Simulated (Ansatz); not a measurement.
Program: Ansatz. Geometries: PBE0-D4/def2-TZVP. ΔE: electronic, gas phase. CBS: MP2 limit from def2 TZ/QZ plus the TZ coupled-cluster correction, frozen cores. This one scheme is used for every species. DFT in def2-TZVPP. HSE06 is defined as in plane-wave codes. Each species was taken in one conformer, which may not be the lowest.

`OB[SiH](O)F` → `OBF` + `O[SiH]`  (silylene formation by 1,1-elimination)

`OB[SiH](O)F`:

Cartesian coordinates in Å:
```
O 0.335 -1.950 0.804
B 0.638 -0.636 0.727
Si -0.626 0.574 -0.293
O 0.266 1.296 -1.465
F -1.204 1.685 0.714
H 0.976 -2.468 1.299
H 1.637 -0.223 1.257
H -1.832 -0.062 -0.890
H -0.189 1.785 -2.153
```

`OBF`:

```xyz
5

O    -0.131   -0.467   -0.879
B     0.030    0.383    0.149
F     0.187   -0.082    1.387
H    -0.117   -1.394   -0.616
H     0.031    1.560   -0.042
```

`O[SiH]`:

Z-matrix (Å, degrees):
```
O
Si 1 1.657
H 1 0.961 2 114.2
H 2 1.532 1 94.4 3 180.0
```

```
             level  ΔE (kJ/mol)
        r2SCANh-D4        167.8
          HSE06-D4        161.0
          PBE-QIDH        166.6
              PBE0        155.6
           r2SCANh        165.8
         CAM-B3LYP        148.6
RPA@PBE/def2-TZVPP        133.9
     CCSD/def2-SVP        111.6
```

Problem. What does CCSD(T)/CBS give? (An estimate is asked.)

Solution. Ansatz gave: +156.9 kJ/mol. The listed levels differ from it by 10.9, 4.1, 9.7, -1.3, 8.9, -8.3, -23.0, -45.3 kJ/mol.

Largest T1 diagnostic among the species: 0.016.

At CCSD(T), def2-SVP lies −45.8 kJ/mol from the extrapolated value and def2-TZVPP −9.3 kJ/mol. From PBE to PBE0 (25 % exact exchange), in def2-TZVPP and without D4, ΔE moves by +12.7 kJ/mol. In def2-TZVPP, CCSD(T) changes the Hartree–Fock value by +4.2 kJ/mol (the triples alone add +0.6 kJ/mol) and MP2 by +16.6 kJ/mol.
